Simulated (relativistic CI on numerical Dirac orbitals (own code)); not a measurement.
Electric-dipole lines of Re LXVIII

These numbers are calculated, not measured: Dirac-Coulomb-Breit CI, orbitals from a KLI potential per configuration, QED by a radiative potential, unscaled Slater integrals (own radial code, finite nucleus).

CI space (outside the closed core 1s2): 2s2 2p4, 2s 2p5, 2p6, 2p5 3s, 2s2 2p3 3s, 2p5 3p, 2p5 3d, 2s2 2p3 3p, 2s2 2p3 3d, 2s 2p4 3s, 2s 2p4 3p, 2s 2p4 3d, 2s2 2p3 4s, 2s2 2p3 4p, 2s2 2p3 4d, 2s2 2p3 4f, 2s2 2p2 3s2, 2s 2p4 4s, 2s2 2p2 3s 3p, 2s 2p4 4p, 2s2 2p3 5s, 2s2 2p2 3s 3d, 2s2 2p3 5p, 2s 2p4 4d, 2s2 2p2 3p2, 2s 2p4 4f, 2s2 2p3 5d, 2s2 2p3 5f, 2s2 2p3 5g, 2s2 2p2 3p 3d, 2s 2p3 3s2, 2s2 2p2 3d2, 2s 2p3 3s 3p, 2s 2p3 3s 3d, 2s 2p3 3p2, 2s 2p4 5s. Levels of other configurations are missing.

| λ vac (Å) | Lower | Upper | A (s⁻¹) | E lower (10³ cm⁻¹) | E upper (10³ cm⁻¹) |
| --- | --- | --- | --- | --- | --- |
| 1.1174 | 2s2 2p4 1D_2 [4] | 2s2 2p3 3d 3F°_3 [145] | 1.43e+15 | 12169 | 101665 |
| 1.1193 | 2s2 2p4 3P_2 [1] | 2s2 2p3 3d 3D°_2 [67] | 1.63e+15 | 0 | 89343 |
| 1.1196 | 2s2 2p4 3P_2 [1] | 2s2 2p3 3d 3F°_3 [66] | 1.59e+15 | 0 | 89320 |
| 1.1218 | 2s 2p5 3P°_2 [5] | 2s 2p4 3d 3F_3 [195] | 1.30e+15 | 15383 | 104523 |
| 1.2754 | 2s2 2p4 1D_2 [4] | 2s2 2p3 3d 3F°_3 [82] | 1.26e+15 | 12169 | 90577 |
| 1.2762 | 2s2 2p4 3P_0 [7] | 2s2 2p3 3d 3D°_1 [158] | 3.21e+15 | 24398 | 102753 |
| 1.2765 | 2s 2p5 3P°_2 [5] | 2s 2p4 3d 3D_3 [111] | 1.43e+15 | 15383 | 93721 |
| 1.2785 | 2s 2p5 3P°_1 [9] | 2s 2p4 3d 3D_2 [218] | 2.45e+15 | 27814 | 106031 |
| 1.2793 | 2s2 2p4 3P_2 [1] | 2s2 2p3 3d 3D°_3 [25] | 2.45e+15 | 0 | 78166 |
| 1.2794 | 2s2 2p4 1D_2 [4] | 2s2 2p3 3d 1D°_2 [80] | 2.00e+15 | 12169 | 90329 |
| 1.2797 | 2s2 2p4 3P_1 [3] | 2s2 2p3 3d 3D°_2 [77] | 1.85e+15 | 12016 | 90156 |
| 1.2798 | 2s2 2p4 1D_2 [4] | 2s2 2p3 3d 1F°_3 [79] | 1.68e+15 | 12169 | 90307 |
| 1.2815 | 2s2 2p4 3P_2 [1] | 2s2 2p3 3d 3D°_2 [24] | 1.10e+15 | 0 | 78034 |
| 1.2842 | 2s 2p5 1P°_1 [6] | 2s 2p4 3d 1D_2 [114] | 2.58e+15 | 16081 | 93949 |
| 1.2862 | 2s 2p5 3P°_2 [5] | 2s 2p4 3d 3P_2 [108] | 1.97e+15 | 15383 | 93132 |
| 1.2877 | 2s 2p5 3P°_2 [5] | 2s 2p4 3d 3D_3 [106] | 1.35e+15 | 15383 | 93040 |
| 3.8110 | 2s2 2p3 3d 3D°_2 [19] | 2s2 2p3 4f 3F_3 [168] | 2.38e+14 | 77064 | 103304 |
| 3.8182 | 2s2 2p3 3d 3F°_3 [20] | 2s2 2p3 4f 3G_4 [170] | 2.85e+14 | 77131 | 103322 |
| 3.9138 | 2s2 2p3 3d 3F°_4 [23] | 2s2 2p3 4f 3G_5 [178] | 3.02e+14 | 77935 | 103486 |
| 3.9506 | 2s2 2p3 3d 3D°_3 [25] | 2s2 2p3 4f 3F_4 [176] | 2.69e+14 | 78166 | 103478 |

Terms are leading LS components. Brackets give the number of a level in order of energy, since labels repeat. The list gives strong lines, with weight on those to low levels, without lines whose two gauges differ by over a factor of 2.5, among the lowest 400 of 1493 levels, so that lines to higher ones, which can be the strongest, are missing. Levels whose partners in the same complex of configurations lie outside the list can be far off, and so can their lines. Rates are taken at the computed energies, electric ones in the length gauge.

At this charge energies of transitions that change n are usually good to better than 1 %, and those within a shell (Δn = 0) to a few per cent.

LS names give the leading component of a level, which can be under half, so a name can repeat, a term be missing and a line seem to break the LS rules.
